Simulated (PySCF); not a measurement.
Si(F)(Me)2(Cl) (C2H6ClFSi), SMILES C[Si](C)(F)Cl. Heavy atoms are numbered as in [CH3:1][Si:2]([CH3:3])([F:4])[Cl:5]. Hydrogens are named by the atom that carries them.

Coordinates come from a PBE0-D3(BJ)/def2-SVP optimisation.

All values below come from PBE/def2-TZVP (PySCF).

ESP charges are fitted to the potential on shells at 1.4 to 2.0 van der Waals radii. Atomic charges (e), one atom of each kind:

```tsv
atom	ESP fit	meta-Löwdin	Mulliken	Löwdin
C1 (CH3)	-0.71	-0.63	-0.46	-0.44
Si2	0.79	?	0.61	-0.22
F4	-0.29	?	-0.29	0.02
Cl5	-0.22	?	-0.24	0.24
H on C1	0.19	0.15	0.15	0.14
```

Some entries are withheld; supply them. (Estimate from the structure and the level; the computed values follow.)


- Si2, meta-Löwdin: 1.18
- F4, meta-Löwdin: -0.48
- Cl5, meta-Löwdin: -0.30

Computed Mayer and Wiberg (Löwdin basis) orders of the bonds:
```json
[
 {"bond": "C1–Si2", "Mayer": "1.01", "Wiberg": "1.22"},
 {"bond": "Si2–C3", "Mayer": "1.01", "Wiberg": "1.22"},
 {"bond": "Si2–F4", "Mayer": "1.14", "Wiberg": "1.69"},
 {"bond": "Si2–Cl5", "Mayer": "1.16", "Wiberg": "1.78"}
]
```
